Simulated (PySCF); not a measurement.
Molecule: Al2(mu-Me)2(Cl)4, C₂H₆Al₂Cl₄, singlet. Atoms near the plane z = 0.0 Å, at the PBE0/def2-SVP optimised geometry (x, y, z in Å): Al1 (1.3, 0.0, 0.0), Al2 (-1.3, 0.0, 0.0), Cl7 (2.4, 1.8, 0.0), Cl8 (2.3, -1.8, 0.0), Cl13 (-2.4, 1.8, 0.0), Cl14 (-2.3, -1.8, 0.0).

Computed with PBE0/def2-TZVP in PySCF. Cells within 0.4 Å of a nucleus heavier than hydrogen are left out (blank, or x). The values are rescaled to run from 0 to 1.

```
|44444444444444444444444444444|
|44444444444444444444444444444|
|44444444444444444444444444444|
|44444444444444444444444444444|
|44444445554444444445544444444|
|44444445555444444455554444444|
|44433345655443334455654333444|
|44433246765433333456763233444|
|444322xx7643322233467xx223344|
|444333xx6542211122467xx333444|
|44444456653210001135676444444|
|44444556542100000124565544444|
|44444555543100000124555544444|
|4444455556x3222213x6555544444|
|444455555xxx55544xxx444444444|
|5555544443x6887776x3444455555|
|55555444457899999865444455555|
|55555433457899999875434455555|
|55555532246889998764324555555|
|555666xx2356788876532xx666555|
|555677xx2346677766532xx776555|
|55566763234566666543235766555|
|55566654344556665544345666555|
|55555554444555555544445555555|
|55555555445555555554445555555|
|55555555555555555555555555555|
|55555555555555555555555555555|
|55555555555555555555555555555|
|45555555555555555555555555554|
```
Scale: ten equal steps from 0.000 (start of '0') to 1.00 (end of '9'), in the order '0123456789'; x runs from -4.50 to 4.50, y from -4.50 (bottom) to 4.50 (top).

Problem. Which quantity is mapped?
A) electrostatic potential
B) deformation density (molecule minus spherical neutral atoms)
C) log10 of the electron density
D) an orbital amplitude

Solution. D, an orbital amplitude. In full: LUMO amplitude (bohr^(-3/2)).
